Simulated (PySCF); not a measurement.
How the method moves the HOMO and LUMO of `[Cl][AlH-]1[Cl+][AlH2-][Cl+]1`

Al2Cl3H3.
SMILES with atom numbers: `[Cl:1][AlH-:2]1[Cl+:3][AlH2-:4][Cl+:5]1` (hydrogens: H6 on Al2; H7, H8 on Al4)

Geometry (PBE0-D3(BJ)/def2-SVP, Å), atoms numbered from 1 in this order:
```
atom  x, y, z in Å
Cl1   -2.9098    0.9396    0.4787
Al2   -1.4962   -0.5153   -0.0593
Cl3    0.1412   -0.4948    1.5416
Al4    1.6318    0.4306    0.0151
Cl5   -0.0383    0.3738   -1.5949
H6    -1.8809   -1.9777   -0.4653
H7     1.8779    1.9340    0.4132
H8     2.6854   -0.6806   -0.3551
```

Basis pcSseg-2 throughout (PySCF), one geometry. Isolated species at its PBE0-D3(BJ)/def2-SVP geometry, gas phase.

Question: How do the orbital energies, the gap and the dipole change with the method?

Answer: 
| method | kind | HOMO (eV) | LUMO (eV) | gap (eV) | μ (D) | SCF cycles |
| --- | --- | --- | --- | --- | --- | --- |
| BLYP | GGA | -7.43 | -1.60 | 5.83 | 1.56 | 13 |
| OPBE | GGA | -7.51 | -1.48 | 6.03 | 1.59 | 13 |
| PBE | GGA | -7.53 | -1.75 | 5.78 | 1.57 | 13 |
| LDA | LDA | -7.56 | -2.04 | 5.52 | 1.61 | 13 |
| B97-D | GGA | -7.57 | -1.58 | 5.98 | 1.59 | 14 |
| KT2 | GGA | -7.60 | -1.88 | 5.72 | 1.59 | 13 |
| KT3 | GGA | -7.64 | -1.70 | 5.94 | 1.60 | 14 |
| BP86 | GGA | -7.64 | -1.79 | 5.85 | 1.57 | 13 |
| B97-2 | global hybrid | -8.61 | -0.93 | 7.68 | 1.67 | 12 |
| B3LYP | global hybrid | -8.63 | -1.17 | 7.47 | 1.65 | 11 |
| PBE0 | global hybrid | -8.83 | -0.99 | 7.85 | 1.67 | 12 |
| mPW1PW91 | global hybrid | -8.87 | -0.98 | 7.90 | 1.67 | 12 |
| BHandHLYP | global hybrid | -10.07 | -0.20 | 9.87 | 1.75 | 11 |
| CAM-B3LYP | range-separated hybrid | -10.23 | -0.07 | 10.16 | 1.72 | 11 |
| wB97X-D | range-separated hybrid | -10.75 | 0.70 | 11.45 | 1.70 | 12 |
| LC-wPBE | range-separated hybrid | -11.63 | 1.00 | 12.63 | 1.76 | 11 |
| HF | Hartree–Fock | -12.03 | 1.70 | 13.73 | 1.83 | 9 |

The HOMO spans 4.60 eV, from BLYP down to HF, and the gap runs from 5.52 eV (LDA) to 13.73 eV (HF). Over the methods BLYP (0 %), OPBE (0 %), PBE (0 %), LDA (0 %), B97-D (0 %), KT2 (0 %), KT3 (0 %), BP86 (0 %), B97-2 (21 %), B3LYP (20 %), PBE0 (25 %), mPW1PW91 (25 %), BHandHLYP (50 %), HF (100 %), a straight line through the gap against the share of exact exchange rises by 0.79 eV for each 10 % (correlation coefficient 0.998). The dipole ranges from 1.56 D (BLYP) to 1.83 D (HF). This basis has no diffuse functions.
